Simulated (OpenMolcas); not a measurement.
**3d ions of charge +3 along the row**

```
Program             : OpenMolcas
Method              : MS-CASPT2, IPEA 0.25 Eh, imaginary shift 0.1 Eh
Basis               : ANO-RCC-VQZP
Scalar Hamiltonian  : DKH2, point nucleus
Spin-orbit coupling : RASSI with atomic mean-field integrals over the reference wave functions, term energies averaged over their components
```

Active space: the 3d shell; CASPT2 also correlates the outermost closed s and p core shells.

B and C come from two terms' centres of gravity (d2, d8: 3P = 15B, 1G = 12B + 2C; d3, d7: 4P = 15B, 2G = 4B + 3C; d4, d6: 3G = 9B + 4C, 3H = 4B + 4C; d5: 4D = 17B + 5C, 4G = 10B + 5C, above the ground term), where all their levels are at least 80 % pure. ζ = ±2S·A comes from the whole width of the ground multiplet by E(J) = (A/2) J(J+1), where its levels are at least 85 % pure. Energies in cm-1.

```json
{"Ion": "Cr3+", "Configuration": "3d3", "Lowest level": "4F 3/2", "Weight (%)": "100", "B": "941", "B measured": "917", "C": "3506", "C measured": "3677", "ζ": "287", "ζ measured": "270"}
{"Ion": "Mn3+", "Configuration": "3d4", "Lowest level": "5D0", "Weight (%)": "100", "B": "886", "B measured": "839", "C": "4345", "C measured": "4401", "ζ": "376", "ζ measured": "354"}
{"Ion": "Fe3+", "Configuration": "3d5", "Lowest level": "6S 5/2", "Weight (%)": "100", "B": "966", "B measured": "", "C": "4695", "C measured": "", "ζ": "", "ζ measured": ""}
{"Ion": "Co3+", "Configuration": "3d6", "Lowest level": "5D4", "Weight (%)": "100", "B": "1112", "B measured": "", "C": "4789", "C measured": "", "ζ": "582", "ζ measured": "597"}
{"Ion": "Ni3+", "Configuration": "3d7", "Lowest level": "4F 9/2", "Weight (%)": "100", "B": "1163", "B measured": "1146", "C": "4690", "C measured": "4863", "ζ": "734", "ζ measured": "749"}
```

Measured columns use the levels in Sugar and Corliss, J. Phys. Chem. Ref. Data 6, 317 (1977) (Cr3+); Corliss and Sugar, J. Phys. Chem. Ref. Data 6, 1253 (1977) (Mn3+); Sugar and Corliss, J. Phys. Chem. Ref. Data 10, 1097 (1981) (Co3+); Corliss and Sugar, J. Phys. Chem. Ref. Data 10, 197 (1981) (Ni3+).

The computed B goes from 941 (Cr3+) to 1163 cm-1 (Ni3+), a factor of 1.24, though not at every step. It departs from the measured column by +2 to +6 %. The Trees term is left out, which lowers the B read from the levels of every ion, most for d4 to d6. The pair of terms that fixes B changes along the row, so steps between ions also reflect that choice.

The computed ζ goes from 287 (Cr3+) to 734 cm-1 (Ni3+), a factor of 2.56, rising at every step. It departs from the measured column by -3 to +6 %.

Term energies are means over components that CASPT2 splits; among the low terms the widest spread is 1200 cm-1 (3d4 1I, Mn3+). The CASPT2 spread within a term exceeds the gap to the next term for 3d3 4P and 3d3 2G, so the order of their levels is uncertain (figures for Cr3+; the like holds for Mn3+, Co3+, Ni3+). Blocks of more than 70 roots (2S+1 = 2 even) ran without multistate coupling (holds for Fe3+). Measured partners are found by configuration, term and J. A level has none where our copy of the source lacks it or the pairing is in doubt (some pairs that miss far off the trend of their configuration count as doubtful), and it then counts in no deviation. Only configurations of the active space appear.
